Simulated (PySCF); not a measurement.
The scaffold allenyl-X carries different groups X. Gas-phase values, no solvent. One relaxed conformer stands for each flexible species; it need not be the lowest. Strings in code marks are SMILES.

The brightest of the four lowest singlets (TDA) from two functionals at the same geometries (PBE0-D3(BJ)/def2-TZVP), both in PySCF: PBE-D3(BJ)/def2-TZVP and ωB97X-D3(BJ)/def2-TZVP. Excitations are Tamm–Dancoff values on a coarser integration grid. The basis has no diffuse functions, so Rydberg states are missing or too high.

```tsv
species	PBE-D3(BJ)/def2-TZVP (eV)
X = methoxy (`COC=C=C`)	6.71
X = cyano (`N#CC=C=C`)	6.30
X = mercapto (`C=C=CS`)	5.74
X = methylthio	5.52
X = vinyl (`C=C=CC=C`)	6.02
X = ethynyl (`C#CC=C=C`)	5.61
X = selanyl (`[SeH]C=C=C`)	5.32
X = siloxy (`C=C=CO[SiH3]`)	6.31
X = methylamino (`C(=C=C)NC`)	6.20
X = AlH2	5.08
```

### Question
What does ωB97X-D3(BJ)/def2-TZVP give for each?

### Answer

- X = methoxy (`COC=C=C`): 7.50
- X = cyano (`N#CC=C=C`): 6.86
- X = mercapto (`C=C=CS`): 6.64
- X = methylthio: 6.43
- X = vinyl (`C=C=CC=C`): 6.45
- X = ethynyl (`C#CC=C=C`): 6.08
- X = selanyl (`[SeH]C=C=C`): 6.44
- X = siloxy (`C=C=CO[SiH3]`): 7.40
- X = methylamino (`C(=C=C)NC`): 6.97
- X = AlH2: 6.16
Over these rows, drawn at random from the members with no instability flagged (it was tested for open shells, ions and some series alone), PBE minus ωB97X-D3(BJ): mean -0.81 eV, from -1.11 eV to -0.43 eV.
